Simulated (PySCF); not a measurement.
Harmonic spectrum computed at B3LYP in the def2-SVP basis family (core potentials from Rb on, PySCF, no spin–orbit coupling):

```tsv
ω (cm⁻¹)	IR (km/mol, summed over degenerate members)	degeneracy
55	8.2	2
150	0.0	1
340	98.6	1
```

**Question.** Which molecule gave it? In each, all ligands are bound to the one heavy central atom.
A. PdI₂ (singlet)
B. BrI₂ (doublet)
C. SiI₂ (singlet)
D. CoI₂ (quartet)

**Answer.** D. It has D∞h symmetry with Co–I 2.443 Å (×2).
